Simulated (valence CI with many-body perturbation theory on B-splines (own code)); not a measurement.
## Hyperfine factors and g values of Mo10+

Calculated by relativistic CI+MBPT: four valence electrons over a frozen Dirac-Fock core [Ar] 3d10, a basis of 11 s, 11 p, 9 d, 7 f, 5 g, 2 h, 1 i functions for each j, with the one-electron correlation potential Σ1 (screened to all orders), the two-electron term Σ2, the three-electron term Σ3, Breit, model QED; selected single and double excitations, second order for the rest, scaled by the run's own slope (own B-spline code, finite nucleus).

No measured levels were compared; by estimate levels hold to about 250 cm⁻¹ or 0.2 % of their energy and the worst to 1 %, as in measured heavy ions of charge 2 to 7; those with d or f electrons hold less well.

A/g_I is the dipole constant over the nuclear g factor μ/I (μ in nuclear magnetons, uniformly magnetised nucleus), B/Q the quadrupole constant per barn. Both hold the static response of the core; the bare values leave it out. Large factors of s and p1/2 electrons are usually good to 5 to 10 %; those of open d and f shells near neutrality can be off by tens of per cent, and small factors of p3/2, d and f electrons come from cancelling terms and can be off by a factor of two or in sign, in half-filled shells by more. B is blank for J = 1/2, where it vanishes, and for nearly pure S terms. Energies count from the lowest level. Levels with J = 0 are left out.

Names give the largest LS component (configuration and term), which can be under half, so a name can repeat, a term be missing and a line seem to break the LS rules; names also repeat where a configuration has a term twice.

```
          Level  E (cm⁻¹)      g  A/g_I (MHz)  A/g_I bare  B/Q (MHz/b)  B/Q bare
   4s2 4p2 3P_1     17617  1.501         -569        -648         3650      3360
   4s2 4p2 3P_2     27155  1.345         7500        6910         -952      -879
   4s2 4p2 1D_2     54777  1.155         5010        4660         8180      7530
   4s 4p3 5S°_2    200940  1.972        20800       19300                       
   4s 4p3 3D°_1    250280  0.630       -12200      -11400         5070      4660
   4s 4p3 3D°_2    251300  1.231        13500       12700         8560      7870
   4s 4p3 3D°_3    258290  1.333        19000       17700         -590      -529
   4s 4p3 3P°_1    286430  1.396        24100       22500        -5370     -4930
   4s 4p3 3P°_2    289390  1.388        14500       13500        -8280     -7630
   4s 4p3 1D°_2    320090  1.074        10900       10200        -1730     -1630
   4s 4p3 3S°_1    334950  1.670        -6450       -6120        -4.45     -4.79
   4s 4p3 1P°_1    365430  1.302        -5200       -4910         31.0      39.2
4s2 4p 4d 3F°_2    381860  0.685         6220        5880         4840      4380
4s2 4p 4d 3F°_3    392630  1.088         3730        3500         4950      4470
4s2 4p 4d 3F°_4    409310  1.250         1850        1710         8720      7920
4s2 4p 4d 3P°_2    415650  1.224          180         196         -578      -590
4s2 4p 4d 3D°_1    425080  0.913        -4030       -3740         1110       995
4s2 4p 4d 1D°_2    434380  1.150          921         820         -426      -441
4s2 4p 4d 3P°_1    443530  1.104         2620        2480        -3880     -3540
4s2 4p 4d 3D°_3    445560  1.312         3110        2880        -4000     -3700
4s2 4p 4d 3D°_2    446940  1.274         3100        2900        -5060     -4640
4s2 4p 4d 1F°_3    477820  1.016         2700        2530         8110      7380
4s2 4p 4d 1P°_1    484840  0.982        -1390       -1250         1080       966
       4p4 3P_2    511970  1.393         4500        4220         1580      1450
       4p4 3P_1    534520  1.499         1100        1050        -2730     -2510
       4p4 1D_2    541420  1.106         8160        7630        -9550     -8790
 4s 4p2 4d 5F_1    563310  0.079       -15800      -14700         -137      -158
 4s 4p2 4d 5F_2    566540  1.060         3800        3580         2020      1820
 4s 4p2 4d 5F_3    572100  1.294         7720        7240         3370      3020
 4s 4p2 4d 5F_4    580720  1.367         8860        8290         2930      2590
 4s 4p2 4d 5D_1    585080  1.440        12500       11700        -4040     -3680
 4s 4p2 4d 5D_2    586530  1.414        11800       11100        -5000     -4570
 4s 4p2 4d 5D_3    588700  1.414        12300       11500        -4330     -3980
 4s 4p2 4d 5F_5    590760  1.391        10800       10100        -5750     -5380
```

Task: Take the isotope of mass number 97, with I = 5/2, μ = -0.9324 μN, leaving out the quadrupole term. What is the hyperfine structure of 4s 4p3 5S°_2?

Result: From the table A = -7750 MHz. Shifts from the centre of gravity in MHz: F = 1/2: 54200, F = 3/2: 42600, F = 5/2: 23200, F = 7/2: -3880, F = 9/2: -38800.
